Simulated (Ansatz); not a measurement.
C8H15NO2Ti, SMILES `C[O][Ti]1234([OH])([N](C)C)[C@H]5[C@@H]1[C@@H]2[C@@H]3[C@H]54`. Charge 0, multiplicity 1. Correlated methods include outer-core shells of Ti, which these sets cover unevenly. Scalar relativity is left out up to krypton.

Cartesian coordinates in Å:
```
C -2.474 -1.568 -0.667
O -1.614 -1.070 0.311
Ti -0.463 0.340 0.257
O -1.324 1.833 -0.387
N 0.567 -0.164 -1.263
C 1.318 0.801 -2.023
C 1.058 -1.505 -1.446
C 0.912 1.747 1.619
C 1.532 0.483 1.529
C 0.698 -0.454 2.178
C -0.431 0.234 2.670
C -0.300 1.590 2.324
H -2.708 -2.618 -0.456
H -3.418 -1.009 -0.679
H -2.028 -1.508 -1.669
H -1.790 1.733 -1.223
H 2.382 0.815 -1.737
H 1.275 0.571 -3.097
H 0.917 1.806 -1.876
H 0.452 -2.218 -0.884
H 2.103 -1.610 -1.112
H 1.029 -1.792 -2.506
H 1.273 2.665 1.179
H 2.469 0.267 1.038
H 0.870 -1.518 2.247
H -1.276 -0.218 3.167
H -1.027 2.367 2.503
```

Problem. Give the diagnostics of a CCSD(T)/def2-TZVPP run (frozen core, Ansatz). (Best estimate.)

Solution. Computed: T1 = 0.0211, largest single amplitude 0.056, largest double 0.021, (T) share of the correlation energy 5.0 %, 15 CCSD cycles. The RHF solution is stable towards an unrestricted one. T1 lies over the customary mark of 0.02 for closed shells; compounds of d metals often pass it without a breakdown.
